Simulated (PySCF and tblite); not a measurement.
Values are calculated unless marked as measured or tabulated.
System: C₄H₈BBrS, numbered as in [CH2:1]=[C:2]([CH3:3])[B:4]([Br:5])[S:6][CH3:7].

For the rotation about the B4–C2 bond (torsion Br5–B4–C2–C1 from 0° to 180°, rising): electronic barrier 4.08 kcal/mol, zero-point change -0.25 kcal/mol, thermal and entropy terms at 250 K a further 0.31 kcal/mol (symmetry numbers apart). The minimum is Cs, the saddle C1. Geometries: GFN2-xTB; energies: PBE0/pcSseg-1 + D3(BJ); zero-point and thermal terms from GFN2-xTB harmonic modes (soft modes blended into free rotors). Rate constants are transition-state-theory values, counting equivalent paths, without tunnelling. Run with tblite and PySCF.

Task: How many equivalent paths lead out of the minimum?

Result: 2: the symmetry number of the minimum is 1, that of the saddle displaced along its mode 1, and the displaced saddle is chiral while the minimum is not, which doubles the count.

Task: Work out the rate at 250 K.

Result: ΔG‡ = 4.14 kcal/mol; k_B T/h = 5.2×10¹² s⁻¹; exp(−ΔG‡/RT) = 0.00024; times 2 gives k = 2.5×10⁹ s⁻¹. Wigner's tunnelling factor for the 48i cm⁻¹ mode would be 1.00.

Spin–orbit effects of heavy atoms on shieldings are missing.
